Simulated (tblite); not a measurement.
A geometry optimisation, step by step.

Compound: C₅H₁₀BNO.
Numbering: `[NH3+:1][BH2-:2][CH2:3][c:4]1[cH:5][cH:6][cH:7][o:8]1` (hydrogens: H9, H10, H11 on N1; H12, H13 on B2; H14, H15 on C3; H16 on C5; H17 on C6; H18 on C7)
Bond orders are those of one Lewis drawing.

Computed with GFN2-xTB (tblite), gas phase: L-BFGS steps from a force-field or distance-geometry start until the largest atomic force falls under 0.01 eV/Å. 11 of its 140 geometries are shown.

Step 0: E = -652.6421 eV, largest atomic force 3.349 eV/Å
```
atom  x, y, z in Å  |  force x, y, z in eV/Å
N1     -1.716    0.505    0.716   -1.271   2.426   1.927
B2     -1.863   -0.413   -0.486   -1.673  -1.763  -1.025
C3     -0.463   -0.922   -1.067    0.504  -0.077  -1.954
C4      0.696   -0.193   -0.503    0.055  -2.228   1.246
C5      1.376   -0.609    0.640   -0.406  -0.067  -0.185
C6      2.379    0.328    0.823    1.229   1.685  -0.167
C7      2.259    1.266   -0.210    1.722  -0.718   2.625
O8      1.250    0.910   -0.959   -1.169   0.899  -2.148
H9     -2.693    0.614    1.126    1.435  -0.163  -0.533
H10    -1.119    0.136    1.475   -0.084   0.274  -0.679
H11    -1.437    1.483    0.433    0.024  -1.308   0.438
H12    -2.443   -1.402   -0.114   -0.163   0.070   0.359
H13    -2.568    0.056   -1.330    0.135   0.567   0.110
H14    -0.519   -0.781   -2.192    0.425  -0.176   1.109
H15    -0.399   -2.025   -0.904    0.494   0.973  -0.040
H16     1.212   -1.459    1.288   -0.159   0.155  -0.401
H17     3.137    0.375    1.603   -0.365  -0.110  -0.308
H18     2.903    2.137   -0.351   -0.733  -0.438  -0.373
```

Step 14: E = -653.3298 eV, largest atomic force 0.142 eV/Å
```
atom  x, y, z in Å  |  force x, y, z in eV/Å
N1     -1.748    0.542    0.747    0.020  -0.028  -0.022
B2     -1.947   -0.486   -0.529   -0.126  -0.005   0.066
C3     -0.451   -0.919   -1.100   -0.026  -0.051  -0.059
C4      0.702   -0.262   -0.451   -0.101   0.015   0.013
C5      1.388   -0.608    0.679    0.022  -0.042  -0.016
C6      2.406    0.362    0.850   -0.022   0.008   0.050
C7      2.258    1.239   -0.175   -0.038   0.057   0.030
O8      1.219    0.879   -0.961    0.065  -0.003   0.008
H9     -2.654    0.677    1.188    0.124   0.000  -0.029
H10    -1.090    0.123    1.402   -0.014   0.084  -0.093
H11    -1.393    1.431    0.406    0.050  -0.105   0.051
H12    -2.542   -1.413   -0.073    0.040  -0.016  -0.012
H13    -2.599    0.124   -1.314    0.056   0.013  -0.041
H14    -0.391   -0.724   -2.171   -0.040   0.033   0.013
H15    -0.309   -1.993   -0.964   -0.068   0.013  -0.028
H16     1.207   -1.480    1.272    0.036  -0.015   0.097
H17     3.138    0.388    1.633    0.024   0.041  -0.027
H18     2.797    2.124   -0.450   -0.003  -0.001  -0.001
```

Step 28: E = -653.3491 eV, largest atomic force 0.085 eV/Å
```
atom  x, y, z in Å  |  force x, y, z in eV/Å
N1     -1.697    0.532    0.726   -0.001  -0.008  -0.014
B2     -1.964   -0.489   -0.527    0.073  -0.019  -0.039
C3     -0.469   -0.930   -1.109    0.036   0.019   0.028
C4      0.684   -0.292   -0.430    0.021   0.027  -0.019
C5      1.381   -0.615    0.705   -0.041  -0.030  -0.017
C6      2.382    0.377    0.871   -0.044  -0.014  -0.016
C7      2.217    1.245   -0.159   -0.012  -0.009  -0.002
O8      1.191    0.855   -0.945   -0.032   0.031  -0.030
H9     -2.572    0.713    1.201   -0.007   0.028   0.039
H10    -1.026    0.092    1.350    0.025   0.011   0.026
H11    -1.307    1.395    0.362    0.029   0.010   0.004
H12    -2.562   -1.409   -0.072   -0.001  -0.035   0.038
H13    -2.601    0.130   -1.317   -0.005   0.018  -0.023
H14    -0.407   -0.678   -2.168    0.018  -0.012   0.020
H15    -0.346   -2.009   -1.025   -0.016   0.003   0.001
H16     1.221   -1.471    1.330   -0.001  -0.028   0.001
H17     3.128    0.423    1.640   -0.052   0.009  -0.002
H18     2.737    2.138   -0.444    0.008   0.000   0.007
```

Step 42: E = -653.3594 eV, largest atomic force 0.030 eV/Å
```
atom  x, y, z in Å  |  force x, y, z in eV/Å
N1     -1.611    0.544    0.721   -0.006  -0.005  -0.008
B2     -1.937   -0.491   -0.515   -0.011   0.005   0.015
C3     -0.470   -0.955   -1.144   -0.013   0.001  -0.001
C4      0.679   -0.314   -0.472    0.013  -0.027  -0.005
C5      1.339   -0.628    0.686    0.006  -0.003   0.004
C6      2.305    0.389    0.894    0.001  -0.001  -0.010
C7      2.156    1.260   -0.137    0.011   0.003  -0.006
O8      1.169    0.849   -0.964   -0.003  -0.009   0.016
H9     -2.465    0.775    1.217   -0.003   0.001  -0.015
H10    -0.945    0.088    1.341    0.004   0.015  -0.008
H11    -1.189    1.384    0.338   -0.007  -0.006  -0.003
H12    -2.523   -1.399   -0.018   -0.004   0.003   0.001
H13    -2.595    0.126   -1.290    0.003   0.000   0.016
H14    -0.423   -0.710   -2.204   -0.003   0.012  -0.003
H15    -0.357   -2.035   -1.055    0.008   0.002   0.004
H16     1.177   -1.495    1.296    0.016  -0.007  -0.006
H17     3.016    0.454    1.694   -0.025   0.005  -0.001
H18     2.666    2.164   -0.399    0.012   0.013   0.008
```

Step 56: E = -653.3603 eV, largest atomic force 0.022 eV/Å
```
atom  x, y, z in Å  |  force x, y, z in eV/Å
N1     -1.604    0.550    0.716   -0.003   0.012   0.009
B2     -1.935   -0.493   -0.508   -0.005  -0.007  -0.001
C3     -0.472   -0.957   -1.147    0.009  -0.005  -0.004
C4      0.683   -0.324   -0.477   -0.009   0.011   0.010
C5      1.343   -0.638    0.682    0.013  -0.007   0.001
C6      2.299    0.387    0.897    0.003   0.002  -0.003
C7      2.150    1.259   -0.132   -0.014   0.008   0.000
O8      1.169    0.844   -0.963   -0.002   0.006  -0.003
H9     -2.457    0.784    1.212   -0.007   0.008  -0.009
H10    -0.933    0.107    1.340    0.007   0.006  -0.020
H11    -1.188    1.387    0.319    0.001   0.002   0.006
H12    -2.519   -1.399   -0.003    0.013  -0.001  -0.003
H13    -2.599    0.120   -1.282    0.001  -0.007   0.009
H14    -0.429   -0.703   -2.205   -0.005   0.005   0.000
H15    -0.362   -2.038   -1.067    0.006  -0.004   0.002
H16     1.193   -1.510    1.286   -0.011  -0.012   0.007
H17     2.998    0.461    1.706    0.004  -0.011  -0.002
H18     2.655    2.170   -0.387   -0.002  -0.005   0.001
```

Step 70: E = -653.3677 eV, largest atomic force 0.108 eV/Å
```
atom  x, y, z in Å  |  force x, y, z in eV/Å
N1     -1.592    0.668    0.620   -0.037  -0.034   0.022
B2     -1.917   -0.539   -0.459   -0.007   0.043   0.043
C3     -0.474   -0.958   -1.161   -0.004   0.002   0.029
C4      0.677   -0.360   -0.456    0.053  -0.002  -0.054
C5      1.383   -0.729    0.658   -0.001   0.023  -0.056
C6      2.306    0.321    0.914   -0.010  -0.019   0.014
C7      2.091    1.256   -0.047    0.021  -0.007   0.072
O8      1.101    0.858   -0.875    0.026   0.030   0.038
H9     -2.437    0.873    1.137   -0.080   0.047   0.017
H10    -0.868    0.338    1.255    0.048  -0.002  -0.044
H11    -1.270    1.503    0.137    0.023  -0.100  -0.035
H12    -2.377   -1.422    0.195    0.002   0.036  -0.002
H13    -2.682   -0.064   -1.235   -0.033  -0.050   0.001
H14    -0.448   -0.621   -2.197    0.024   0.005   0.015
H15    -0.356   -2.040   -1.165   -0.030  -0.033   0.004
H16     1.286   -1.646    1.208   -0.013   0.086  -0.052
H17     3.025    0.363    1.709   -0.001   0.011  -0.029
H18     2.543    2.207   -0.250    0.017  -0.037   0.016
```

Step 83: E = -653.4073 eV, largest atomic force 0.113 eV/Å
```
atom  x, y, z in Å  |  force x, y, z in eV/Å
N1     -1.682    0.808    0.445   -0.020  -0.018  -0.017
B2     -1.915   -0.613   -0.350   -0.011   0.009   0.000
C3     -0.486   -0.907   -1.135   -0.014   0.001   0.018
C4      0.683   -0.345   -0.422    0.001  -0.009   0.041
C5      1.480   -0.834    0.576   -0.066   0.028   0.003
C6      2.385    0.201    0.923    0.003   0.026  -0.031
C7      2.079    1.254    0.121    0.052  -0.068  -0.009
O8      1.044    0.940   -0.694    0.043  -0.064   0.035
H9     -2.503    1.032    0.993   -0.033   0.048  -0.001
H10    -0.874    0.692    1.052   -0.059  -0.006  -0.023
H11    -1.489    1.542   -0.231    0.008  -0.044   0.007
H12    -2.156   -1.418    0.496    0.085   0.037  -0.005
H13    -2.834   -0.444   -1.093    0.108   0.018   0.029
H14    -0.490   -0.487   -2.142   -0.064   0.029   0.012
H15    -0.356   -1.983   -1.233    0.042  -0.009  -0.015
H16     1.431   -1.812    1.012   -0.008   0.001  -0.032
H17     3.154    0.158    1.670   -0.015   0.020  -0.045
H18     2.521    2.224    0.003   -0.052   0.002   0.032
```

Step 97: E = -653.4541 eV, largest atomic force 0.117 eV/Å
```
atom  x, y, z in Å  |  force x, y, z in eV/Å
N1     -1.873    0.925    0.210   -0.020   0.111  -0.031
B2     -1.863   -0.668   -0.175   -0.058   0.030  -0.041
C3     -0.495   -0.828   -1.069    0.009  -0.009   0.012
C4      0.705   -0.333   -0.362    0.000  -0.045   0.038
C5      1.598   -0.946    0.467   -0.038  -0.087   0.036
C6      2.514    0.048    0.891    0.026  -0.084   0.047
C7      2.116    1.202    0.303   -0.005   0.018  -0.022
O8      1.013    0.989   -0.455    0.006   0.054   0.003
H9     -2.705    1.194    0.723   -0.025  -0.055   0.064
H10    -1.041    1.102    0.765   -0.010   0.035  -0.013
H11    -1.816    1.465   -0.648    0.043  -0.037  -0.001
H12    -1.837   -1.261    0.852    0.028  -0.025   0.044
H13    -2.841   -0.870   -0.821   -0.019  -0.004   0.005
H14    -0.602   -0.267   -1.998    0.034  -0.010  -0.065
H15    -0.331   -1.871   -1.326   -0.035  -0.048  -0.019
H16     1.592   -1.976    0.760    0.024   0.007  -0.068
H17     3.354   -0.098    1.541    0.006   0.057   0.009
H18     2.503    2.198    0.328    0.035   0.091   0.001
```

Step 111: E = -653.4645 eV, largest atomic force 0.057 eV/Å
```
atom  x, y, z in Å  |  force x, y, z in eV/Å
N1     -1.909    0.968    0.150    0.016  -0.007   0.002
B2     -1.839   -0.648   -0.136    0.000   0.015  -0.010
C3     -0.496   -0.822   -1.065    0.026  -0.023  -0.034
C4      0.714   -0.344   -0.362    0.012  -0.024   0.012
C5      1.630   -0.984    0.422   -0.008   0.006  -0.021
C6      2.529    0.008    0.891    0.013   0.014  -0.012
C7      2.101    1.183    0.368    0.004   0.006   0.013
O8      0.993    0.989   -0.389    0.002  -0.012   0.038
H9     -2.748    1.196    0.671    0.004   0.040   0.021
H10    -1.078    1.226    0.676   -0.034  -0.012  -0.044
H11    -1.895    1.459   -0.739   -0.027  -0.033   0.026
H12    -1.727   -1.171    0.926   -0.027   0.003   0.026
H13    -2.838   -0.944   -0.711    0.024   0.040  -0.018
H14    -0.597   -0.263   -1.999   -0.018  -0.028   0.015
H15    -0.357   -1.870   -1.321    0.010   0.002   0.002
H16     1.655   -2.033    0.637    0.021   0.027  -0.009
H17     3.381   -0.132    1.526   -0.013  -0.031  -0.001
H18     2.471    2.186    0.444   -0.007   0.015  -0.005
```

Step 125: E = -653.4960 eV, largest atomic force 0.104 eV/Å
```
atom  x, y, z in Å  |  force x, y, z in eV/Å
N1     -1.937    1.041   -0.003    0.009   0.038  -0.018
B2     -1.840   -0.592   -0.088    0.023  -0.036   0.006
C3     -0.498   -0.862   -1.004   -0.010   0.007  -0.018
C4      0.717   -0.373   -0.316    0.020  -0.039  -0.032
C5      1.735   -1.027    0.313   -0.012  -0.068  -0.056
C6      2.577   -0.039    0.883   -0.013  -0.003  -0.003
C7      2.023    1.155    0.562   -0.030   0.043   0.024
O8      0.888    0.971   -0.162    0.042   0.005   0.025
H9     -2.625    1.343    0.678    0.018  -0.027   0.003
H10    -1.006    1.376    0.249   -0.003  -0.027  -0.013
H11    -2.174    1.401   -0.921   -0.008  -0.005   0.021
H12    -1.715   -0.994    1.023    0.010   0.044   0.039
H13    -2.839   -0.964   -0.607   -0.046  -0.033  -0.087
H14    -0.590   -0.370   -1.975   -0.010   0.098  -0.006
H15    -0.373   -1.924   -1.211    0.006  -0.018   0.094
H16     1.882   -2.085    0.349   -0.029  -0.045   0.041
H17     3.461   -0.222    1.461    0.006   0.089  -0.049
H18     2.303    2.172    0.758    0.028  -0.022   0.027
```

Step 139: E = -653.5041 eV, largest atomic force 0.006 eV/Å
```
atom  x, y, z in Å  |  force x, y, z in eV/Å
N1     -1.955    1.045   -0.023    0.000  -0.006   0.000
B2     -1.859   -0.591   -0.101    0.001   0.003   0.004
C3     -0.496   -0.863   -0.981    0.000   0.000   0.001
C4      0.718   -0.378   -0.288    0.000   0.002  -0.002
C5      1.756   -1.033    0.306   -0.002  -0.001   0.001
C6      2.602   -0.042    0.867   -0.002  -0.001   0.002
C7      2.028    1.151    0.583   -0.001   0.001   0.001
O8      0.880    0.967   -0.118    0.000  -0.001  -0.001
H9     -2.600    1.342    0.701    0.000   0.002   0.001
H10    -1.009    1.371    0.179   -0.003  -0.002  -0.002
H11    -2.248    1.410   -0.922    0.002   0.004   0.001
H12    -1.764   -0.976    1.021   -0.002   0.002   0.000
H13    -2.840   -0.971   -0.655    0.003  -0.002   0.000
H14    -0.574   -0.366   -1.952    0.000   0.003  -0.002
H15    -0.372   -1.927   -1.170    0.001  -0.004   0.000
H16     1.900   -2.093    0.341    0.002   0.001   0.000
H17     3.514   -0.203    1.407    0.000   0.000  -0.002
H18     2.309    2.163    0.796    0.001   0.000   0.000
```

Question: Summarise the path.

Answer: The energy falls by 0.8620 eV from step 0 to step 139; nine tenths of that is first reached at step 86. It rises by more than 0.2 meV at steps 72, 75 and 78. The largest force goes from 3.349 to 0.006 eV/Å. Among the bonds N1–B2 changes most, from 1.519 to 1.640 Å; the atoms move by 0.985 Å rms after alignment.

Question: Follow the three bonds and two angles with the largest change from start to end.

Answer: 
```json
{"step": "0", "E above end (eV)": "0.8620", "largest force (eV/Å)": "3.349", "N1–B2 (Å)": "1.519", "N1–H9 (Å)": "1.065", "C7–O8 (Å)": "1.306", "O8–C7–H18 (°)": "126.8", "N1–B2–C3 (°)": "113.3"}
{"step": "6", "E above end (eV)": "0.2116", "largest force (eV/Å)": "0.240", "N1–B2 (Å)": "1.658", "N1–H9 (Å)": "1.017", "C7–O8 (Å)": "1.354", "O8–C7–H18 (°)": "119.0", "N1–B2–C3 (°)": "109.2"}
{"step": "12", "E above end (eV)": "0.1792", "largest force (eV/Å)": "0.116", "N1–B2 (Å)": "1.651", "N1–H9 (Å)": "1.014", "C7–O8 (Å)": "1.351", "O8–C7–H18 (°)": "116.8", "N1–B2–C3 (°)": "108.9"}
{"step": "18", "E above end (eV)": "0.1614", "largest force (eV/Å)": "0.110", "N1–B2 (Å)": "1.642", "N1–H9 (Å)": "1.013", "C7–O8 (Å)": "1.350", "O8–C7–H18 (°)": "117.7", "N1–B2–C3 (°)": "107.3"}
{"step": "24", "E above end (eV)": "0.1575", "largest force (eV/Å)": "0.056", "N1–B2 (Å)": "1.641", "N1–H9 (Å)": "1.014", "C7–O8 (Å)": "1.350", "O8–C7–H18 (°)": "117.0", "N1–B2–C3 (°)": "106.9"}
{"step": "30", "E above end (eV)": "0.1534", "largest force (eV/Å)": "0.078", "N1–B2 (Å)": "1.640", "N1–H9 (Å)": "1.014", "C7–O8 (Å)": "1.351", "O8–C7–H18 (°)": "117.3", "N1–B2–C3 (°)": "106.5"}
{"step": "36", "E above end (eV)": "0.1471", "largest force (eV/Å)": "0.077", "N1–B2 (Å)": "1.640", "N1–H9 (Å)": "1.013", "C7–O8 (Å)": "1.350", "O8–C7–H18 (°)": "117.5", "N1–B2–C3 (°)": "106.4"}
{"step": "42", "E above end (eV)": "0.1447", "largest force (eV/Å)": "0.030", "N1–B2 (Å)": "1.645", "N1–H9 (Å)": "1.014", "C7–O8 (Å)": "1.351", "O8–C7–H18 (°)": "117.1", "N1–B2–C3 (°)": "106.6"}
{"step": "48", "E above end (eV)": "0.1442", "largest force (eV/Å)": "0.024", "N1–B2 (Å)": "1.642", "N1–H9 (Å)": "1.014", "C7–O8 (Å)": "1.351", "O8–C7–H18 (°)": "117.3", "N1–B2–C3 (°)": "106.6"}
{"step": "54", "E above end (eV)": "0.1440", "largest force (eV/Å)": "0.019", "N1–B2 (Å)": "1.642", "N1–H9 (Å)": "1.013", "C7–O8 (Å)": "1.351", "O8–C7–H18 (°)": "117.2", "N1–B2–C3 (°)": "106.6"}
{"step": "60", "E above end (eV)": "0.1434", "largest force (eV/Å)": "0.033", "N1–B2 (Å)": "1.645", "N1–H9 (Å)": "1.014", "C7–O8 (Å)": "1.351", "O8–C7–H18 (°)": "117.3", "N1–B2–C3 (°)": "106.9"}
{"step": "66", "E above end (eV)": "0.1409", "largest force (eV/Å)": "0.067", "N1–B2 (Å)": "1.645", "N1–H9 (Å)": "1.014", "C7–O8 (Å)": "1.351", "O8–C7–H18 (°)": "116.9", "N1–B2–C3 (°)": "107.4"}
{"step": "73", "E above end (eV)": "0.1303", "largest force (eV/Å)": "0.160", "N1–B2 (Å)": "1.650", "N1–H9 (Å)": "1.012", "C7–O8 (Å)": "1.350", "O8–C7–H18 (°)": "116.9", "N1–B2–C3 (°)": "106.6"}
{"step": "79", "E above end (eV)": "0.1138", "largest force (eV/Å)": "0.150", "N1–B2 (Å)": "1.645", "N1–H9 (Å)": "1.014", "C7–O8 (Å)": "1.354", "O8–C7–H18 (°)": "116.9", "N1–B2–C3 (°)": "106.2"}
{"step": "85", "E above end (eV)": "0.0878", "largest force (eV/Å)": "0.125", "N1–B2 (Å)": "1.645", "N1–H9 (Å)": "1.012", "C7–O8 (Å)": "1.355", "O8–C7–H18 (°)": "117.4", "N1–B2–C3 (°)": "104.3"}
{"step": "91", "E above end (eV)": "0.0677", "largest force (eV/Å)": "0.159", "N1–B2 (Å)": "1.652", "N1–H9 (Å)": "1.013", "C7–O8 (Å)": "1.356", "O8–C7–H18 (°)": "117.0", "N1–B2–C3 (°)": "104.0"}
{"step": "97", "E above end (eV)": "0.0501", "largest force (eV/Å)": "0.117", "N1–B2 (Å)": "1.639", "N1–H9 (Å)": "1.013", "C7–O8 (Å)": "1.355", "O8–C7–H18 (°)": "117.0", "N1–B2–C3 (°)": "103.2"}
{"step": "103", "E above end (eV)": "0.0435", "largest force (eV/Å)": "0.048", "N1–B2 (Å)": "1.643", "N1–H9 (Å)": "1.014", "C7–O8 (Å)": "1.355", "O8–C7–H18 (°)": "117.1", "N1–B2–C3 (°)": "103.5"}
{"step": "109", "E above end (eV)": "0.0407", "largest force (eV/Å)": "0.058", "N1–B2 (Å)": "1.644", "N1–H9 (Å)": "1.014", "C7–O8 (Å)": "1.356", "O8–C7–H18 (°)": "116.9", "N1–B2–C3 (°)": "103.7"}
{"step": "115", "E above end (eV)": "0.0342", "largest force (eV/Å)": "0.130", "N1–B2 (Å)": "1.636", "N1–H9 (Å)": "1.014", "C7–O8 (Å)": "1.355", "O8–C7–H18 (°)": "117.1", "N1–B2–C3 (°)": "104.1"}
{"step": "121", "E above end (eV)": "0.0204", "largest force (eV/Å)": "0.169", "N1–B2 (Å)": "1.644", "N1–H9 (Å)": "1.016", "C7–O8 (Å)": "1.357", "O8–C7–H18 (°)": "116.8", "N1–B2–C3 (°)": "103.6"}
{"step": "127", "E above end (eV)": "0.0041", "largest force (eV/Å)": "0.105", "N1–B2 (Å)": "1.638", "N1–H9 (Å)": "1.013", "C7–O8 (Å)": "1.358", "O8–C7–H18 (°)": "116.5", "N1–B2–C3 (°)": "104.2"}
{"step": "133", "E above end (eV)": "0.0004", "largest force (eV/Å)": "0.033", "N1–B2 (Å)": "1.639", "N1–H9 (Å)": "1.013", "C7–O8 (Å)": "1.357", "O8–C7–H18 (°)": "116.8", "N1–B2–C3 (°)": "103.8"}
{"step": "139", "E above end (eV)": "0.0000", "largest force (eV/Å)": "0.006", "N1–B2 (Å)": "1.640", "N1–H9 (Å)": "1.013", "C7–O8 (Å)": "1.357", "O8–C7–H18 (°)": "116.9", "N1–B2–C3 (°)": "103.8"}
```

The cost below is that of the whole relaxation. Time: 1.3 s of wall time. Hardware: one thread of an Arm Neoverse N1 (shared host).
